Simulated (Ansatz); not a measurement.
The lowest singlet and triplet of CH4Si (SMILES C=[SiH2]); geometries from B3LYP-D3(BJ)/def2-TZVP, each state relaxed from the structure named, with no frequency check.
Singlet at the triplet's geometry (charge 0, multiplicity 1):
```xyz
6

C     -1.214    -0.107     0.150
Si     0.595     0.088    -0.153
H     -1.971     0.189    -0.566
H     -1.606    -0.532     1.071
H      1.302    -1.223    -0.128
H      1.230     0.979     0.858
```

A positive gap puts the triplet lower; no zero-point energy. R- takes a restricted singlet. The triplet is unrestricted in single-reference levels. Active spaces average the two states.

Frozen-core correlation.

Codes used: Ansatz (Gaussian basis) for Hartree–Fock, density functionals and correlated methods. 

R-PBE/def2-TZVPP gives 94.8 kJ/mol for the gap E(singlet) − E(triplet), vertical, at the triplet's geometry.

### Question
How do the other levels lie against it? Give each less PBE: R-r2SCAN/def2-TZVPP, R-PBE0/def2-TZVPP, R-wB97M-V/def2-TZVPP, R-B2PLYP/def2-TZVPP, R-MP2/cc-pV(T+d)Z, R-CCSD(T)/cc-pV(T+d)Z, SC-NEVPT2 on SA-CASSCF(2,2)/cc-pV(T+d)Z, FIC-MRCISD+Q on SA-CASSCF(2,2)/cc-pV(T+d)Z.

### Answer
R-r2SCAN/def2-TZVPP 44.4; R-PBE0/def2-TZVPP 38.5; R-wB97M-V/def2-TZVPP 21.3; R-B2PLYP/def2-TZVPP 9.3; R-MP2/cc-pV(T+d)Z 9.3; R-CCSD(T)/cc-pV(T+d)Z -76.5; SC-NEVPT2 on SA-CASSCF(2,2)/cc-pV(T+d)Z -88.8; FIC-MRCISD+Q on SA-CASSCF(2,2)/cc-pV(T+d)Z -88.6 kJ/mol. 5 of 8 lie above PBE; the widest gap is to SC-NEVPT2 on SA-CASSCF(2,2)/cc-pV(T+d)Z.

Doubts at one or more of the structures used: a restricted determinant that unrestricted orbitals would lower (R-PBE/def2-TZVPP, R-r2SCAN/def2-TZVPP, R-PBE0/def2-TZVPP, R-wB97M-V/def2-TZVPP, R-B2PLYP/def2-TZVPP, R-MP2/cc-pV(T+d)Z, R-CCSD(T)/cc-pV(T+d)Z); other coupled-cluster roots lie near (R-CCSD(T)/cc-pV(T+d)Z).

Ansatz is a first-principles code.
